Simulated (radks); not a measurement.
The technetium ion Tc+, configuration [Kr] 4d5 5s1 (the NIST ground configuration).

Calculated with a radial shooting solver on a logarithmic mesh with Libxc functionals: scalar-relativistic Kohn-Sham, LDA (Slater exchange, Perdew-Zunger correlation), spin-unpolarised, spherical densities, finite nucleus; Fermi nuclear charge, rms radius 4.4112 fm.

Energy parts (eV):
total: -116488.774
kinetic: 120245.729
electron-nucleus: -280538.017
Hartree: 47167.609
exchange-correlation: -3364.095

Orbitals (lengths in bohr, moments of r in powers of bohr; r(max) is where P^2 peaks):
orbital  occ.  eigenvalue (eV)   r(max)      <r>      <r^4>   <1/r>
1s          2        -20847.38  0.02231  0.03432  6.543e-06   44.65
2s          2        -2981.606   0.1263   0.1498   0.001202   10.07
2p          6        -2671.336   0.1009   0.1304  0.0008595   9.789
3s          2        -525.0698   0.3728   0.4162    0.06084   3.474
3p          6        -423.2114   0.3659   0.4169    0.06655   3.309
3d         10        -257.7960   0.3109   0.3993    0.07045   3.081
4s          2         -81.0230   0.9473    1.057      2.430   1.297
4p          6         -53.0428    1.021    1.171      3.946   1.153
4d          5         -14.3067    1.271    1.675      23.05  0.8034
5s          1         -11.7264    2.607    3.006      159.8  0.4265

The highest occupied level is 5s at -11.726 eV. Summed over all electrons, <r^2> = 42.89 bohr^2, which gives a Langevin (diamagnetic) susceptibility term of -34 x 10^-6 cm^3/mol. The density falls to 0.001 e/bohr^3 at r = 4.21 bohr. The electron density at the nucleus is 1.018e+05 e/bohr^3 (large components only).
